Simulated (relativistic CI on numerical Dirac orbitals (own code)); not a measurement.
**Re+: what numerical and physical settings do to a radial Dirac CI calculation**

Reference input:

```
atom Re  Z=75  charge=1  electrons=74
nucleus A=187  rms_radius_fm=5.3698
hamiltonian dirac-coulomb  breit=on  qed=on  c_scale=1
orbitals kli  potential=per-configuration
slater_scale 1
correlation none
mixing on
grid step=0.0125 r_max=129.7
scf mixing=0.4 start=green max_iterations=150 tolerance=2e-08 node_fill=0.05
configurations
  [Xe] 4f14 5d5 6s
  [Xe] 4f14 5d6
  [Xe] 4f14 5d4 6s2
end
```

Computed lowest total energy -16677.22029 Ha, first excitation 18534.8 cm⁻¹, 40 SCF steps. Runs with settings changed; * marks those that are bad on purpose:

```csv
Changed,Outcome,Lowest level,ΔE (Ha),First excitation (cm⁻¹),SCF steps,Message
"nuclear radius 5.9068 fm, iteration limit 30",converged,5d⁵6s ⁷S3,0.472,18535.6,40,
SCF mixing 0.9,converged,5d⁵6s ⁷S3,2.56e-09,18534.8,60,
Slater scale 0.6,converged,5d⁵6s ⁷S3,0.0828,11190.4,40,
iteration limit 30,converged,5d⁵6s ⁷S3,0,18534.8,40,
SCF tolerance 0.05 *,converged,5d⁵6s ⁷S3,0.00115,19151.4,16,
configuration list: no such shell *,refused,,,,0,configuration [Xe] 4f14 5d4 2d2: l must be smaller than n
```

With so few configurations and no correlation, terms lie too far apart (by 10 to 50 % near neutrality), their order can be wrong, and levels of other configurations are missing.
